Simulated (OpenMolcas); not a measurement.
Os2+: moving or changing the point charges

Os2+ among 8 point charges of -1 e arranged as a cube (Oh), 2 Å from the ion.
```
   1.1547    1.1547    1.1547  -1.00
   1.1547    1.1547   -1.1547  -1.00
   1.1547   -1.1547    1.1547  -1.00
   1.1547   -1.1547   -1.1547  -1.00
  -1.1547    1.1547    1.1547  -1.00
  -1.1547    1.1547   -1.1547  -1.00
  -1.1547   -1.1547    1.1547  -1.00
  -1.1547   -1.1547   -1.1547  -1.00
```

```yaml
Program: OpenMolcas 26.06
Method: "SS-CASPT2, IPEA 0.25 Eh, imaginary shift 0.1 Eh (closed shells correlated: 5s 5p)"
Basis: ANO-RCC-VDZP [7s6p4d2f1g]
Scalar_Hamiltonian: DKH2, point nucleus
Active_space: 6 electrons in 5 orbitals (5d)
State_averaging: 2S+1 = 5 even, 5 roots; 2S+1 = 3 even, 45 roots; 2S+1 = 1 even, 50 roots
Spin-orbit_coupling: RASSI with atomic mean-field integrals over the reference wave functions
```

Runs around this geometry, states (labels of O, the rotations of Oh). Energies in cm-1 above the lowest state or level, χT in cm3 K/mol.

```csv
R (Å),q (e),Ground state,First state of that spin,First gap with spin-orbit (degeneracies),χT at 300 K,First state of another spin
2,-0.65,5E,5T2 5970,"230 (1, 2)",3.988,3T1 11890
1.83,-1,5E,5T2 13760,"160 (2, 1)",2.035,3T1 5340
2,-1,5E,5T2 9540,"100 (1, 2)",3.139,3T1 9050
2.23,-1,5E,5T2 6000,"220 (1, 2)",3.985,3T1 11970
```

Taking the first state of the same spin as R^-n, n = -ln(6000 / 13760) / ln(2.23 / 1.83) = 4.2 between the shortest and longest distance.

Scaling the charges by -0.65 / -1 = 0.65 scales the first state of the same spin by 5970 / 9540 = 0.63; with fixed orbitals a first-order splitting would follow the charge.

Roots that are degenerate in the reference are averaged as groups; the widest CASPT2 spread within a group is 390 cm-1 (the 3-fold group of multiplicity 1 near 37900 cm-1 above the lowest state of its run, R = 2, q = -1). Shifts and gaps below about the spread of the groups concerned are not significant. An orbital doublet at a regular site is open to a Jahn-Teller distortion, which this geometry leaves out. Point charges give a weaker field than real ligands, and real ions of this kind are as a rule low spin; the high spin found here belongs to the model. Free-ion shares, where given, are those of the reference states; single-state CASPT2 does not remix them. Spin-orbit coupling mixes the spin-free states strongly: the lowest level takes only 65 % from its leading state, 5E (holds for R = 1.83, q = -1). This shell can be high or low spin here, a state of another spin lies low, and with metal d orbitals alone active their balance is uncertain, so the ground spin may be wrong (holds for R = 1.83, q = -1). This is an electrostatic model: the charges have no orbitals. No measured value stands beside these numbers.
